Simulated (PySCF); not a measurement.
## Excitation energy of Rb by level of theory

Rb [Kr] 5s1 (2S) → Rb [Kr] 4d1 (2D), as a difference of total energies. Calculation: PySCF 2.14, in x2c-TZVPPall (8s6p6d2f1g, 79 functions); the spin-free X2C one-electron Hamiltonian (Gaussian nucleus). Correlated levels: valence and next inner shell: [Ar] 3d10 frozen. The calculations carry no spin-orbit coupling.

| method | excitation energy (cm⁻¹) | error (cm⁻¹) |
| --- | --- | --- |
| UHF | 17615 | -1740 |
| LDA | 17794 | -1561 |
| PBE | 16405 | -2950 |
| PBE0 | 16836 | -2519 |
| r2SCAN | 16608 | -2747 |
| M06 | 14452 | -4903 |
| M06-L | 12555 | -6801 |
| TPSS | 15622 | -3734 |
| MP2 (valence and next inner shell) | 19269 | -87 |
| SCS-MP2 (valence and next inner shell) | 18960 | -395 |

Reference: 19355 cm⁻¹ (measured; NIST levels, between the centres of gravity of the two terms).

Errors of the correlated levels include the incompleteness of this basis and the frozen core.
